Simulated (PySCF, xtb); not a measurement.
Si(Cl)2(F)(SH) (Cl2FHSSi), SMILES F[Si](S)(Cl)Cl. Other conformers were not sampled.

Harmonic wavenumbers (cm⁻¹) from GFN2-xTB (xtb 6.7.1) at its own minimum, in rising order: 78, 119, 133, 178, 201, 216, 410, 553, 572, 728, 806, 2444.

Q: What does B3LYP-D3(BJ)/def2-SVP run with PySCF 2.14.0 give at its own minimum? (Estimate from the structure and the level; the computed values follow.)

A: 118, 148, 196, 219, 259, 268, 437, 612, 616, 769, 922, 2662. Paired by order, the mean absolute difference is 66 cm⁻¹ and the zero-point energies are 9.2 and 10.3 kcal/mol.
